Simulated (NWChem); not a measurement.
Species: BH₂Br; SMILES BBr

```xyz
4

B      0.0000     0.0000    -1.5232
H      0.0000     1.0696    -2.0897
H      0.0000    -1.0696    -2.0897
Br     0.0000     0.0000     0.3768
```
Atoms are numbered in this order, from 1.

Results from NWChem. Pople sets run with spherical d functions. Geometry: optimised at PBE-D3(BJ)/def2-SVP. Vzz is the largest principal value of the second derivative of the potential at the nucleus (NWChem prints the opposite sign); η is the asymmetry. Non-relativistic.

```
level                Vzz B1 (a.u.)  η B1  Vzz Br4 (a.u.)  η Br4
-------------------  -------------  ----  --------------  -----
PBE0/6-31G*                  0.464  0.63           3.541   0.91
PBE0/def2-TZVP               0.511  0.59           3.705   0.95
CAM-B3LYP/6-31G*             0.480  0.61           3.585   0.87
CAM-B3LYP/def2-TZVP              …  0.58               …   0.90
```

Question: What belongs in the gaps?

Answer: 
- CAM-B3LYP/def2-TZVP, Vzz B1 (a.u.): 0.534
- CAM-B3LYP/def2-TZVP, Vzz Br4 (a.u.): 3.826
